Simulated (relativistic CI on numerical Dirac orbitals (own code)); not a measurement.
# Sensitivity of the levels of Lu4+ to α and to the nuclear radius

Method of calculation: Dirac-Coulomb-Breit CI, KLI orbitals optimised for each configuration, valence Slater integrals scaled by 0.85, P86 correlation energy added to each configuration, derivatives by finite differences, QED left out (own radial code, finite nucleus).

Configuration list (outside the closed core [Kr] 4d10 5s2): 4f13 5p6, 4f12 5p6 5d, 4f13 5p5 5d, 4f14 5p5, 4f12 5p6 6s, 4f12 5p6 6p, 4f13 5p5 5f, 4f13 5p5 6s. Levels of other configurations are missing.

With x = (α/α₀)² − 1 an excitation energy changes as ω = ω₀ + qx; K = 2q/ω₀ is the relative enhancement. Terms are leading LS components, so labels can repeat. The field-shift factor is F = δν/δ⟨r²⟩ for the transition from the lowest level.

Lowest level 4f13 5p6 2F°_7/2.

| Level | ω₀ (cm⁻¹) | q (cm⁻¹) | F (GHz/fm²) |
| --- | --- | --- | --- |
| 4f13 5p6 2F°_5/2 | 11594.7 | 10470 | 0.561 |
| 4f12 5p6 5d 4F_9/2 | 128294.2 | -54190 | 20.1 |
| 4f12 5p6 5d 2K_15/2 | 132441.8 | -54400 | 20.1 |
| 4f12 5p6 5d 4G_11/2 | 133243.8 | -53640 | 20.2 |
| 4f12 5p6 5d 4F_7/2 | 135041.0 | -50850 | 20.5 |
| 4f12 5p6 5d 4K_17/2 | 135985.6 | -49790 | 20.6 |
| 4f12 5p6 5d 4H_13/2 | 136536.7 | -53780 | 20.2 |
| 4f12 5p6 5d 2F_5/2 | 139085.8 | -54670 | 20.3 |
| 4f12 5p6 5d 4G_9/2 | 139160.0 | -51510 | 20.4 |
| 4f12 5p6 5d 2H_11/2 | 139496.1 | -52760 | 20.4 |
| 4f12 5p6 5d 4F_7/2 | 140684.6 | -51220 | 20.4 |
| 4f12 5p6 5d 4I_15/2 | 140790.8 | -49660 | 20.7 |
| 4f12 5p6 5d 4H_13/2 | 140963.2 | -48520 | 20.7 |
| 4f12 5p6 5d 4G_9/2 | 141698.2 | -51000 | 20.5 |
| 4f12 5p6 5d 2H_11/2 | 142490.9 | -50730 | 20.5 |
| 4f12 5p6 5d 4F_5/2 | 143090.2 | -43000 | 20.9 |
| 4f12 5p6 5d 2F_7/2 | 143526.1 | -47670 | 20.7 |
| 4f12 5p6 5d 4K_13/2 | 143787.7 | -45830 | 20.6 |
| 4f12 5p6 5d 2D_3/2 | 144945.3 | -47400 | 20.9 |
| 4f12 5p6 5d 4G_11/2 | 145035.1 | -49230 | 20.8 |
| 4f12 5p6 5d 4F_9/2 | 146325.5 | -49990 | 20.8 |
| 4f12 5p6 5d 4G_5/2 | 146357.8 | -47350 | 20.8 |
| 4f12 5p6 5d 2G_7/2 | 146842.6 | -46510 | 20.8 |

At this charge configurations can still be misplaced by up to about 7 % of their energy. Levels and lines within the n = 5 or 6 shells can be off by up to 10 % or somewhat more, and those that change n by about 2 %, since core polarisation is missing. Levels that differ in their count of f electrons can be misplaced by several ten thousand cm⁻¹, since the correlation energy of f electrons is missing or only estimated; rates across such gaps can be off by orders of magnitude.

Problem. Which transition from the lowest level has the largest |K|?

Solution. 4f13 5p6 2F°_5/2 at 11594.7 cm⁻¹, K = 1.81.
